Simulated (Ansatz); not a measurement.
System: 2-bromofuran, C4H3BrO, charge 0, multiplicity 1. SMILES: Brc1ccco1
Structure (B3LYP-D3(BJ)/def2-TZVP (Ansatz, a first-principles code) minimum search):
```xyz
9

Br     1.5034    -0.2805    -0.0023
C     -0.3076     0.1641    -0.0095
C     -0.9459     1.3561    -0.1091
C     -2.3436     1.0460    -0.0535
C     -2.4372    -0.2989     0.0743
O     -1.1885    -0.8581     0.1030
H     -0.4844     2.3223    -0.2085
H     -3.1634     1.7423    -0.1032
H     -3.2583    -0.9877     0.1545
```
Charge 0, spin multiplicity 1.

Property: atomisation energy (electronic, to ground-state atoms), in kcal/mol. Cores are frozen in the correlated levels unless marked. Open shells are spin-unrestricted. Spin-orbit coupling is left out. Frozen are the shells of the preceding noble gas and the d and f shells that filled before the atom's block. No relativistic terms. The coupled-cluster limit lacks core correlation, which all-electron functionals hold. CBS(X,Y): correlation extrapolated as X^-3; Hartree-Fock from the larger set.

The Hartree-Fock reference is unstable (checked in the largest basis), which strains HF and MP2. 

```
level                                        program  atomisation energy (kcal/mol)
------------------------------------  --------------  -----------------------------
r2SCAN/def2-TZVPD                             Ansatz                          966.7
B97M-V/def2-TZVPD                             Ansatz                            [?]
PBE0-D4/def2-TZVPD                    Ansatz + dftd4                          975.9
BHLYP-D3(BJ)/def2-TZVPD               Ansatz + dftd3                          913.7
BHLYP-D4/def2-TZVPD                   Ansatz + dftd4                          913.1
CAM-B3LYP-D4/def2-TZVPD               Ansatz + dftd4                          959.0
LC-wPBE/def2-TZVPD                            Ansatz                          962.2
SCS-MP2/cc-pVQZ                               Ansatz                          962.7
CCSD/aug-cc-pVQZ                              Ansatz                            [?]
CCSD(T)/CBS(aug-cc-pVTZ,aug-cc-pVQZ)          Ansatz                            [?]
```

Task: Some entries are withheld; supply them.

Result: 
- B97M-V/def2-TZVPD, atomisation energy (kcal/mol): 960.1
- CCSD/aug-cc-pVQZ, atomisation energy (kcal/mol): 921.4
- CCSD(T)/CBS(aug-cc-pVTZ,aug-cc-pVQZ), atomisation energy (kcal/mol): 955.4
